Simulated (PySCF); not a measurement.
## Correlation energy of B (boron, neutral)

[He] 2s2 2p1, 2P determinant. All numbers are calculated (PySCF 2.14, the spin-free X2C one-electron Hamiltonian (Gaussian nucleus), in aug-cc-pCVTZ-DK (7s6p4d2f, 59 functions)). Frozen: 1s2; 3 electrons correlated.

| level | correlation energy (mhartree) |
| --- | --- |
| CCSD | -65.42 |
| (T) | -1.38 |
| CCSD(T) | -66.80 |
| CCSDT | -67.24 |

Diagnostics: T1 = 0.015, D1 = 0.0276, largest double amplitude 0.072.

Q: Is a single reference adequate?

A: Mostly. T1 lies below 0.03, but a double amplitude of this size points to a near-degeneracy that CCSD handles and MP2 describes poorly.
